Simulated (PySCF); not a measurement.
What happened in this job?

A geometry optimisation on Br4H2In2S2. Level of theory: PBE0-D3(BJ)/def2-SVP geometry optimisation, gas phase, def2 core potentials past Kr (PySCF).

Driver input (Å, GFN2-xTB start):

```
{"job": {"xc": "PBE0", "basis": "def2-SVP", "d3": "d3bj", "grid": 1, "maxiter": 40, "shake": 0.03, "kind": "geom"}, "charge": 0, "multiplicity": 1}
In    -1.7742    -0.3010    -0.1064
Br    -2.1523    -2.6754    -0.5483
Br    -3.6832     1.4661     0.0582
S      0.0994     0.5901    -1.8346
In     1.6541     0.7684     0.1757
Br     2.2081     3.1757     0.6197
Br     3.3058    -1.0992    -0.0371
S     -0.1201    -0.0245     1.8959
H      0.3802    -0.6514    -2.0444
H      0.2069    -1.3255     1.8258
```

Output:

```
step   0  E = -11471.86725038  max force = 0.037047
step   1  E = -11471.87532179  max force = 0.009341
step   2  E = -11471.87638389  max force = 0.005150
step   3  E = -11471.87640504  max force = 0.004289
step   4  E = -11471.87658070  max force = 0.002148
step   5  E = -11471.87660617  max force = 0.001505
step   6  E = -11471.87659874  max force = 0.001355
step   7  E = -11471.87660320  max force = 0.001051
step   8  E = -11471.87660811  max force = 0.000834
step   9  E = -11471.87661064  max force = 0.000739
step  10  E = -11471.87661132  max force = 0.000701
step  11  E = -11471.87661146  max force = 0.000685
step  12  E = -11471.87661149  max force = 0.000673
step  13  E = -11471.87661150  max force = 0.000665
step  14  E = -11471.87661149  max force = 0.000668
step  15  E = -11471.87661147  max force = 0.000660
step  16  E = -11471.87661144  max force = 0.000652
step  17  E = -11471.87661140  max force = 0.000655
step  18  E = -11471.87661135  max force = 0.000648
step  19  E = -11471.87661129  max force = 0.000640
step  20  E = -11471.87661122  max force = 0.000643
step  21  E = -11471.87661115  max force = 0.000636
step  22  E = -11471.87661106  max force = 0.000628
step  23  E = -11471.87661096  max force = 0.000632
step  24  E = -11471.87661086  max force = 0.000625
step  25  E = -11471.87661075  max force = 0.000618
step  26  E = -11471.87661063  max force = 0.000621
step  27  E = -11471.87661051  max force = 0.000614
step  28  E = -11471.87661037  max force = 0.000607
step  29  E = -11471.87661023  max force = 0.000611
step  30  E = -11471.87661009  max force = 0.000605
step  31  E = -11471.87660994  max force = 0.000599
step  32  E = -11471.87660978  max force = 0.000601
step  33  E = -11471.87660962  max force = 0.000595
step  34  E = -11471.87660944  max force = 0.000589
step  35  E = -11471.87660926  max force = 0.000593
step  36  E = -11471.87660909  max force = 0.000587
step  37  E = -11471.87660890  max force = 0.000582
step  38  E = -11471.87660872  max force = 0.000584
step  39  E = -11471.87660852  max force = 0.000578
step  40  E = -11471.87660831  max force = 0.000572
optimisation not converged
```

Energies are in Eh and forces in Eh/bohr.

Can the results be trusted, and what went wrong?

Not as they stand: step limit reached with the energy nearly constant. After 41 gradient evaluations the largest force component was 0.00057 Eh/bohr against a threshold of 0.00045, and over the last 5 steps the energy changed by +0.001 kcal/mol in all, within a range of 0.001 kcal/mol, the last step by 0.000 kcal/mol. The energy rose in 1 of the 40 steps.

What would you do next?

Restart from the last geometry, if need be with a computed Hessian or a finer grid, and confirm the end point by frequencies.
